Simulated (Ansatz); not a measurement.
Cost and result for the atomization energy of CH5OSbTe (`[CH3][Sb]([OH])[TeH]`) (9 atoms, 8 bonds).

```tsv
atom	x (Å)	y (Å)	z (Å)
C1	-0.759	0.865	-0.680
Sb2	0.856	0.724	0.715
O3	-0.278	-0.384	1.890
Te4	2.239	-1.259	-0.646
H5	-0.381	1.158	-1.659
H6	-1.241	-0.111	-0.735
H7	-1.471	1.607	-0.319
H8	0.200	-0.683	2.668
H9	0.835	-1.917	-1.233
```

Charge 0, multiplicity 1. Correlated methods include outer-core shells of Sb, Te, which these sets cover unevenly. Sb, Te: def2 effective core potential. The geometry is a stationary point of PBE0-D4/def2-TZVP. It is one conformer, not always the lowest. Program: Ansatz. All runs use 4 threads of an Arm Neoverse V2 on a shared host. Times are those of one run each, without the atoms' runs, and a repeat can differ threefold. Electronic energies, without spin–orbit coupling; frozen cores. CCSD(T)/CBS adds CCSD(T) − MP2 in def2-TZVPP to the MP2 limit, and its time is that of the two runs behind it. T1 = 0.013. With those shells the extrapolation isn't a true limit. HSE06 is the plane-wave form, built on full-range PBE exchange.

CCSD(T)/CBS is a level of theory with its own doubt, some kJ/mol a heavy atom from the limit and from the frozen cores, so smaller differences don't rank the functionals.

```json
{"level": "LDA (SPW92)/def2-TZVPP", "functions": "232", "wall time": "1.1 s"}
{"level": "PBE-D4/def2-TZVPP (with forces)", "functions": "232", "wall time": "2.2 s"}
{"level": "PBE0-D4/def2-TZVPP", "functions": "232", "wall time": "2.9 s"}
{"level": "HSE06-D4/def2-TZVPP", "functions": "232", "wall time": "3.3 s"}
{"level": "CAM-B3LYP-D4/def2-TZVPP", "functions": "232", "wall time": "3.5 s"}
{"level": "r2SCAN-D4/def2-TZVPP (with forces)", "functions": "232", "wall time": "4.7 s"}
{"level": "r2SCANh-D4/def2-TZVPP", "functions": "232", "wall time": "4.9 s"}
{"level": "B97M-V/def2-TZVPP", "functions": "232", "wall time": "9.5 s"}
{"level": "CCSD(T)/def2-SVP", "functions": "105", "wall time": "10 s"}
{"level": "ωB97M-V/def2-TZVPP (with forces)", "functions": "232", "wall time": "12 s"}
{"level": "MP2/def2-QZVPP", "functions": "428", "wall time": "20 s"}
{"level": "CCSD(T)/def2-TZVPP", "functions": "232", "wall time": "5.1 min"}
{"level": "CCSD(T)/CBS(def2)", "functions": "–", "wall time": "5.4 min"}
```

Problem. What atomization energy does each give, and how far from CCSD(T)/CBS? (Estimate.)

Solution. The calculation gave: 
```json
{"level": "LDA (SPW92)/def2-TZVPP", "atomization (kJ/mol)": "3263.4", "difference from CCSD(T)/CBS": "436.1", "per bond": "54.5"}
{"level": "PBE-D4/def2-TZVPP (with forces)", "atomization (kJ/mol)": "2861.7", "difference from CCSD(T)/CBS": "34.4", "per bond": "4.3"}
{"level": "PBE0-D4/def2-TZVPP", "atomization (kJ/mol)": "2779.9", "difference from CCSD(T)/CBS": "-47.4", "per bond": "-5.9"}
{"level": "HSE06-D4/def2-TZVPP", "atomization (kJ/mol)": "2780.1", "difference from CCSD(T)/CBS": "-47.2", "per bond": "-5.9"}
{"level": "CAM-B3LYP-D4/def2-TZVPP", "atomization (kJ/mol)": "2795.8", "difference from CCSD(T)/CBS": "-31.5", "per bond": "-3.9"}
{"level": "r2SCAN-D4/def2-TZVPP (with forces)", "atomization (kJ/mol)": "2791.2", "difference from CCSD(T)/CBS": "-36.1", "per bond": "-4.5"}
{"level": "r2SCANh-D4/def2-TZVPP", "atomization (kJ/mol)": "2763.7", "difference from CCSD(T)/CBS": "-63.6", "per bond": "-8.0"}
{"level": "B97M-V/def2-TZVPP", "atomization (kJ/mol)": "2808.0", "difference from CCSD(T)/CBS": "-19.3", "per bond": "-2.4"}
{"level": "CCSD(T)/def2-SVP", "atomization (kJ/mol)": "2527.9", "difference from CCSD(T)/CBS": "-299.4", "per bond": "-37.4"}
{"level": "ωB97M-V/def2-TZVPP (with forces)", "atomization (kJ/mol)": "2779.5", "difference from CCSD(T)/CBS": "-47.8", "per bond": "-6.0"}
{"level": "MP2/def2-QZVPP", "atomization (kJ/mol)": "2801.4", "difference from CCSD(T)/CBS": "-25.9", "per bond": "-3.2"}
{"level": "CCSD(T)/def2-TZVPP", "atomization (kJ/mol)": "2708.0", "difference from CCSD(T)/CBS": "-119.3", "per bond": "-14.9"}
{"level": "CCSD(T)/CBS(def2)", "atomization (kJ/mol)": "2827.3", "difference from CCSD(T)/CBS": "0.0", "per bond": "0.0"}
```

In def2-TZVPP, CCSD(T) changes the Hartree–Fock value by +867.7 kJ/mol (the triples alone add +58.6 kJ/mol) and MP2 by +889.2 kJ/mol; breaking electron pairs costs correlation energy, which Hartree–Fock lacks. From r2SCAN to r2SCAN0 (25 % exact exchange), in def2-TZVPP and without D4, the atomization energy moves by −67.9 kJ/mol: exact exchange takes away binding that semilocal exchange gives to molecules. At CCSD(T), def2-SVP lies −299.4 kJ/mol from the extrapolated value and def2-TZVPP −119.3 kJ/mol: correlation converges slowly with the basis, and small sets miss more of it in the bonded molecule than in its fragments.

Spin–orbit coupling would lower the free Te atoms strongly, and the atomization energy with them, by more than many differences here.
